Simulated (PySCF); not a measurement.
# What a mistake does to a calculation on BCGeH6Si

These are calculations, not measurements. The program is PySCF 2.14.0, an open-source quantum chemistry code, run on an isolated molecule that a program drew, which may never have been made. The molecule is BCGeH6Si (charge 0, doublet), drawn as the SMILES string `B=C[SiH2][GeH2]`.

Each row is a Hartree-Fock (HF) and frozen-core CCSD(T) single point in the cc-pV(D+d)Z basis, meant for a local HF minimum. Run 1 is clean. Each other run has one planted mistake out of seven kinds, and not every kind appears here: one electron removed, one electron added, multiplicity raised by two, geometry at a saddle point, minimal basis STO-3G, one bond length entered in bohr, all coordinates scaled. The reference is restricted for singlets and unrestricted otherwise, and also for a bond in bohr. Adding or removing an electron swaps singlet and doublet. Electrons count all cores. HOMO and LUMO are orbital energies over both spins, the gradient is its largest component, and the lowest frequency (negative if imaginary) is given only where the gradient is small. Bond lengths are over the 9 bonds as drawn. T1 is the CCSD diagnostic: over 0.02 (restricted) or 0.045 (unrestricted) a single reference is doubtful. Germanium has the cc-pVDZ-PP basis, with a core potential (ECP10MDF) in place of its 10 inner electrons, and its 3s, 3p and 3d shells are frozen in CCSD(T).

Geometry of the clean run:
```xyz
10
BCGeH6Si, angstrom
B    -1.3669    2.6031    2.1389
C    -1.4683    1.2496    1.8949
Si   -0.3184    0.4809    0.6526
Ge   -1.4466   -0.5026   -1.2298
H    -1.2361    3.7593    2.3087
H    -2.2000    0.6169    2.3881
H     0.5915    1.5286    0.1259
H     0.5065   -0.5888    1.2647
H    -2.2899    0.4901   -2.0472
H    -2.3310   -1.7097   -0.8721
```

```
run,electrons,basis functions,<S^2>,HOMO (eV),LUMO (eV),gradient (hartree/bohr),lowest frequency (cm^-1),mean bond (Å),longest bond (Å),T1,HF (hartree),CCSD(T) (hartree),mistake
1,63,104,0.759,-8.05,1.05,2.0e-05,85,1.5498,2.405,0.0153,-648.28312,-648.74521,no fault
2,63,104,1.577,-8.23,0.93,3.5e-02,-,1.6661,2.405,0.0633,-648.15357,-648.61413,one bond length entered in bohr
3,62,104,0.000,-13.65,-6.27,4.0e-02,-,1.5498,2.405,0.0193,-648.01778,-648.46998,one electron removed
4,63,104,3.776,-6.48,-0.15,1.2e-01,-,1.5498,2.405,0.0183,-648.19444,-648.62487,?
5,63,104,0.799,-8.04,0.76,4.2e-02,-,1.6692,2.590,0.0231,-648.23763,-648.71253,?
```

**Which mistake was planted in run 4, and what did it cost?**

Electrons, basis and geometry are unchanged, and <S^2> is 3.776, beside S(S+1) = 3.75 for a multiplicity of 4. So the mistake is: multiplicity raised by two. Subtracting run 1 and multiplying by 627.51 kcal/mol a hartree, the energy moved by 55.6 kcal/mol in HF and 75.5 kcal/mol in CCSD(T).

**Which mistake was planted in run 5, and what did it cost?**

The mean and the longest bond both change by the same factor, 1.077, and the gradient is no longer small. So the mistake is: all coordinates scaled. Subtracting run 1 and multiplying by 627.51 kcal/mol a hartree, the energy moved by 28.5 kcal/mol in HF and 20.5 kcal/mol in CCSD(T).

Cautions from the logs. Run 2: T1 is over the limit, so its CCSD(T) energy is less reliable.
